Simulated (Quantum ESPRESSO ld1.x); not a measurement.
The ytterbium ion Yb45+, 25 electrons, occupied as [Ar] 3d7. All-electron calculation, scalar-relativistic Kohn-Sham, exchange-only LDA, spin-polarised, spherical densities, point nucleus; open shells are filled with parallel spins first. Program: ld1.x of Quantum ESPRESSO 7.5.

Unscreened Slater integrals over Kohn-Sham orbitals (hartree). They are taken over the spin-up orbitals. Empty in this configuration: 4s.

F0(3d,3d): 4.8914
F2(3d,3d): 2.5146
F4(3d,3d): 1.6231
F0(3d,3p): 4.5474
F2(3d,3p): 2.1872
G1(3d,3p): 2.3551
G3(3d,3p): 1.5687
F0(3d,3s): 4.5131
G2(3d,3s): 1.8151
F0(3d,4s): 2.7553
G2(3d,4s): 0.26561
F0(3p,3p): 4.3468
F2(3p,3p): 2.1799
F0(3p,3s): 4.3123
G1(3p,3s): 2.8103
F0(3p,4s): 2.7015
G1(3p,4s): 0.28220
F0(3s,3s): 4.2883
F0(3s,4s): 2.6936
G0(3s,4s): 0.21540
F0(4s,4s): 2.1983

Derived for the open shells (J is the average intra-shell exchange parameter used in DFT+U). 3d: Racah B = F2/49 - 5 F4/441 = 0.03291 hartree, C = 35 F4/441 = 0.1288 hartree, C/B = 3.91, F4/F2 = 0.646, J = (F2 + F4)/14 = 0.2955 hartree.
